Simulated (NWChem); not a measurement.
A series in which one site is exchanged, each optimised at PBE0/def2-SVP with NWChem, gas phase unless a solvent is named. All stand in one matching conformer (torsions within 35°), which need not be the lowest. Some are not confirmed as minima by frequencies. def2 effective core potentials on Zr, Hf; no spin-orbit coupling.

A: [NH2][Zr]([NH2])=[S] (ZrN$_{2}$H$_{4}$S; site = Zr)
B: S=C(N)N (CH₄N₂S; site = C)
C: [NH2][Ti]([NH2])=[S] (TiN₂H₄S; site = Ti)
D: [NH2][Hf](=[S])[NH2] (HfN2H4S; site = Hf)

Values for A:

| Property | Result |
|---|---|
| dipole (D), PBE0/def2-SVP | 6.10 |
| orbital gap (eV), PBE0/def2-SVP | 4.00 |
| static polarisability, PBE0/def2-SVPD (bohr³) | 85.9 |

**Question.** How do these values change for the other members?

**Answer.** 
| change from A | B | C | D |
|---|---|---|---|
| dipole (D), PBE0/def2-SVP | -0.92 | -1.13 | +0.21 |
| orbital gap (eV), PBE0/def2-SVP | +2.10 | +0.36 | -0.31 |
| static polarisability, PBE0/def2-SVPD (bohr³) | -29.9 | -6.9 | +0.4 |
